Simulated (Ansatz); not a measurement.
C₃H₆Zn, relaxed with RKS PBE-D4/def2-SVP in the Gaussian-basis code of Ansatz from a rough embedded geometry. The force threshold is 0.03 eV/Å; the program also tests the step.

Charge 0, multiplicity 1. The bonds changed during the relaxation, so this is another structure than the one it started from.

Start:

```xyz
10

C     0.003   -0.663    1.077
C     0.191    0.407    0.109
C    -0.567    0.097   -1.139
Zn    1.343    1.498   -1.112
H     0.582   -0.449    2.054
H    -1.075   -0.828    1.386
H     0.387   -1.670    0.699
H    -0.141    1.351    0.496
H    -0.642    0.981   -1.836
H    -0.080   -0.724   -1.737
```

| step | energy (eV) | largest force (eV/Å) | largest move (Å) |
| --- | --- | --- | --- |
| 1 | -51603.7562 | 5.944 | 0.000 |
| 2 | -51605.0346 | 4.072 | 0.191 |
| 3 | -51605.9137 | 1.488 | 0.195 |
| 4 | -51606.3145 | 0.616 | 0.196 |
| 5 | -51606.5211 | 0.455 | 0.200 |
| 6 | -51606.5795 | 0.731 | 0.200 |
| 7 | -51606.6178 | 0.203 | 0.106 |
| 8 (rejected) | -51606.6166 | 0.815 | 0.179 |
| 9 | -51606.6334 | 0.058 | 0.087 |
| 10 | -51606.6368 | 0.148 | 0.098 |
| 11 | -51606.6421 | 0.115 | 0.102 |
| 12 | -51606.6475 | 0.129 | 0.172 |
| 13 | -51606.6535 | 0.164 | 0.195 |
| 14 | -51606.6561 | 0.115 | 0.195 |
| 15 | -51606.6574 | 0.068 | 0.073 |
| 16 | -51606.6578 | 0.032 | 0.020 |
| 17 | -51606.6580 | 0.032 | 0.019 |
| 18 | -51606.6580 | 0.014 | 0.005 |

End:

```xyz
10

C     0.056   -0.614    1.031
C    -0.464    0.325   -0.014
C    -0.601    0.046   -1.323
Zn    2.476    1.622   -0.233
H     0.975   -0.200    1.505
H    -0.681   -0.757    1.850
H     0.308   -1.607    0.608
H    -0.753    1.332    0.342
H    -0.989    0.793   -2.033
H    -0.327   -0.940   -1.733
```

Hardware: 4 threads of an Arm Neoverse V1 on a shared host. Wall time 21 s, peak host memory 0.15 GiB.
